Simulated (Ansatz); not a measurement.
```yaml
crystal:
  periodic: [false, false, false]
  atoms:
    - {symbol: B, position_ang: [0.024866, -0.955078, -1.307815]}
    - {symbol: N, position_ang: [0.098214, -0.206813, -0.553564]}
    - {symbol: Si, position_ang: [-0.291751, 0.897783, -0.870403]}
    - {symbol: C, position_ang: [0.445768, -0.353847, 0.280917]}
    - {symbol: C, position_ang: [-0.174333, -0.261830, 1.049087]}
    - {symbol: C, position_ang: [-0.057675, 0.352611, 1.487546]}
    - {symbol: H, position_ang: [-0.268857, -0.671755, -1.760050]}
    - {symbol: H, position_ang: [0.256823, -1.480361, -1.117728]}
    - {symbol: H, position_ang: [0.337513, 1.346288, -0.401765]}
    - {symbol: H, position_ang: [-1.043616, 0.919905, -0.431050]}
    - {symbol: H, position_ang: [-0.311823, 1.020271, -1.625764]}
    - {symbol: H, position_ang: [0.772776, -1.135560, 0.293022]}
    - {symbol: H, position_ang: [1.124385, 0.046539, 0.335324]}
    - {symbol: H, position_ang: [-0.803689, -0.689491, 1.014953]}
    - {symbol: H, position_ang: [-0.588904, 0.437170, 1.954041]}
    - {symbol: H, position_ang: [0.472181, 0.679587, 1.524255]}
basis:
  gaussian: {orbitals: aug-cc-pVDZ}
hamiltonian: {xc: {name: wB97M-V}}
```

```sh
$ ansatz run in.yaml --threads 4 --pin off --events-out ev --progress --plain --max-ram 11315MiB
```

It prints (some lines left out):

```
Functional definition: wB97M-V
2100 factors; their error is unknown
820 factors; integrals over basis functions are off by at most 1.5e-6 eV
mean field evaluation 1: about -13096.3692 eV, gradient 1.6e2 eV
mean field evaluation 2: about -12978.3793 eV, gradient 2.6e2 eV
mean field evaluation 4: about -13140.0077 eV, gradient 8.4e0 eV
mean field evaluation 8: about -13140.1462 eV, gradient 6.6e-1 eV
mean field evaluation 16: about -13140.1520 eV, gradient 1.0e-3 eV
a density is far from that of the atoms, so the factors are made again for it
2338 factors; integrals over basis functions are off by at most 2.3e-4 eV
820 factors; integrals over basis functions are off by at most 9.3e-7 eV
mean field -13140.15232310 eV, -482.8916911589 hartree, gradient 1.7e-5 eV, S^2 0.000000; 0 other end points of the search recorded, 0 dependent functions left out
reference -13140.15249955 eV, -482.8916976430 hartree; 27, 27 occupied and 205, 205 virtual orbitals, 2338 factors
Total energy: -13140.15249955 eV, -482.8916976430 hartree
```

Task: What is wrong with this run?

Result: The geometry is squeezed to about two thirds of its size. The run converged. The result belongs to that input, not to the molecule as meant.
